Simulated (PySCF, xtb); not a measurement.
B(I)2(Me) (CH₃BI₂), SMILES B(I)(C)I.

Harmonic wavenumbers (cm⁻¹) from GFN2-xTB (xtb) at its own minimum, in rising order: 24, 126, 231, 304, 385, 684, 807, 979, 1038, 1401, 1466, 1479, 2952, 3001, 3015.

What does PBE-D3(BJ)/def2-SVP (PySCF 2.14.0) give at its own minimum? (Estimate from the structure and the level; the computed values follow.)

53, 119, 226, 321, 355, 625, 757, 913, 1039, 1262, 1355, 1377, 2958, 3043, 3088. Paired by order, the mean absolute difference is 49 cm⁻¹ and the zero-point energies are 25.6 and 25.0 kcal/mol.
